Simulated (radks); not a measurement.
The mean radii <r> (bohr) of the occupied orbitals of an atom or ion are listed with their occupations. Method: non-relativistic Kohn-Sham, TPSS, spin-polarised, spherical densities, point nucleus; meta-GGA in the generalised Kohn-Sham scheme; computed with a radial shooting solver on a logarithmic mesh with Libxc functionals.

| orbital | occ. | <r> |
|---|---|---|
| 1s up | 1 | 0.02487 |
| 1s down | 1 | 0.02487 |
| 2s up | 1 | 0.1062 |
| 2s down | 1 | 0.1062 |
| 2p up | 3 | 0.09017 |
| 2p down | 3 | 0.09017 |
| 3s up | 1 | 0.2757 |
| 3s down | 1 | 0.2756 |
| 3p up | 3 | 0.2656 |
| 3p down | 3 | 0.2655 |
| 3d up | 5 | 0.2371 |
| 3d down | 5 | 0.2369 |
| 4s up | 1 | 0.6210 |
| 4s down | 1 | 0.6210 |
| 4p up | 3 | 0.6363 |
| 4p down | 3 | 0.6362 |
| 4d up | 5 | 0.6726 |
| 4d down | 5 | 0.6724 |
| 5s up | 1 | 1.330 |
| 5s down | 1 | 1.338 |
| 4f up | 3 | 0.7796 |
| 5p up | 1 | 1.413 |

Name the element and its charge. Open shells, if any, are filled with parallel spins first.

Answer. Z = 61, promethium, charge +9: Pm9+ in [Kr] 4d10 4f3 5s2 5p1. The 1s radius gives Z: for a bare nucleus <r> = 1.5/Z, 0.02459 bohr for Z = 61, and screening makes it slightly larger (0.02487 here). The occupations add up to 52, and the charge is Z minus that.
